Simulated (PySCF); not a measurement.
Compound: C10H6 (charge +1 and doublet state).
Structure used (GFN2-xTB), in Å, numbered top down from 1:
```xyz
16
C10H6 angstrom
C      2.956   -2.134   -0.929
C      2.093   -1.342   -0.624
C      1.103   -0.414   -0.275
C      1.473    0.953   -0.093
C      0.518    1.893    0.252
C     -0.800    1.507    0.420
C     -1.178    0.143    0.241
C     -2.521   -0.216    0.417
C     -3.684   -0.514    0.570
C     -0.221   -0.809   -0.104
H      3.704   -2.827   -1.196
H      2.506    1.236   -0.233
H      0.802    2.925    0.391
H     -1.560    2.227    0.687
H     -4.696   -0.777    0.701
H     -0.502   -1.843   -0.237
```

As a line formula: `C#CC1=CC=CC([C]=[CH+])=C1` [radical] (charge +1).

Method: UKS B3LYP, pcH-1 on C H, non-relativistic, mean-field spin-orbit, GIAO (PySCF). Geometry: GFN2-xTB; no solvent, vibrations or thermal averaging. The geometry wasn't refined by DFT: couplings that depend on bond lengths, twists or pyramidal angles can differ widely from those at the functional's own minimum, by a factor of two or more for some ions and for spin on atoms past the first row. Stability of the SCF solution: not tested.

Q: The isotropic 13C couplings, averaged over equivalent nuclei, are -20.6, +20.1, +16.3, -15.5, -12.0, +1.7 MHz. Assign them to C1/C9; C2/C8; C3/C7; C4/C6; C5; C10.

A: 
| site | a_iso (MHz) | ρ(0) (bohr⁻³) | position | distance from C4 (Å) | spin population | largest \|T\| (MHz) |
| --- | --- | --- | --- | --- | --- | --- |
| C1/C9 | +16.3 | +0.0145 | a main spin site | 4.46 | +0.24 | 38.3 |
| C2/C8 | -15.5 | -0.0138 | 1 bond from C1 | 3.31 | -0.02 | 6.7 |
| C3/C7 | +1.7 | +0.0015 | 1 bond from C4 | 2.11 | +0.10 | 18.8 |
| C4/C6 | +20.1 | +0.0179 | largest spin population | 1.20 | +0.30 | 46.9 |
| C5 | -20.6 | -0.0183 | 1 bond from C6 | 1.38 | -0.12 | 13.4 |
| C10 | -12.0 | -0.0107 | 2 bonds from C4 | 2.44 | -0.07 | 10.0 |

ρ(0) is the spin density at the nucleus and T the dipolar tensor; entries for several nuclei are means. Largest spin populations (Mulliken): C4 (+0.30), C6 (+0.29), C9 (+0.24) and C1 (+0.24). Four atoms exceed +0.15. The positive populations add up to 1.27 and the negative ones to -0.27, together 2S = 1. Main spin sites, with 60 % or more of the largest population: C1, C4, C6, C9; positions count bonds from the nearest.

β density exceeds α density at some nuclei, such as C5 (-0.0183), C2/C8 (-0.0138) and C10 (-0.0107), spin density in bohr⁻³. In a single determinant that takes different orbitals for the two spins, that is spin polarisation.

The SMILES `C#Cc1cccc([C]=[CH+])c1` draws the unpaired electron on C8, whose computed spin population is only -0.02.
